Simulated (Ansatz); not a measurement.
`[Cl][Ga]1[O][SiH2]1`. The species carries charge 0 and has multiplicity 1.

```xyz
6

Cl   -0.1530   -1.5943    2.9237
Ga   -0.4482   -0.4301    1.1719
O     1.0125   -0.4851   -0.1091
Si   -0.0150    0.5097   -0.8745
H     0.3166    1.9518   -1.0098
H    -0.7130    0.0480   -2.1022
```

**Question.** What are the harmonic wavenumbers in cm⁻¹ at PBE0-D4/def2-TZVP (Ansatz, finite differences of forces, unscaled)? (Estimate.)

**Answer.** The calculation gave: 95, 103, 307, 376, 410, 476, 649, 779, 924, 999, 2215, 2228.

**Question.** Is this a minimum?

**Answer.** Yes, all 12 modes are real.

**Question.** Give the ideal-gas thermochemistry at 298.15 K and 1 bar (rigid rotor, harmonic oscillator; point group Cs, symmetry number 1).

**Answer.** Zero-point energy 57.2 kJ/mol; H(298) − E = 75.2 kJ/mol; entropy 333.1 J/(mol·K), of which translation 171.5, rotation 112.0, vibration 49.6; G(298) − E = -24.1 kJ/mol. Modes under 100 cm⁻¹ are hindered rotations or soft bends, so the harmonic entropy is rough.

**Question.** And at 400, 500, 600, 800 and 1000 K?

**Answer.** 
```
T (K)  H − E (kJ/mol)  S (J/mol/K)  G − E (kJ/mol)
  400            84.3        359.5           -59.5
  500            94.2        381.4           -96.5
  600           104.6        400.4          -135.6
  800           126.8        432.3          -219.0
 1000           150.2        458.4          -308.2
```
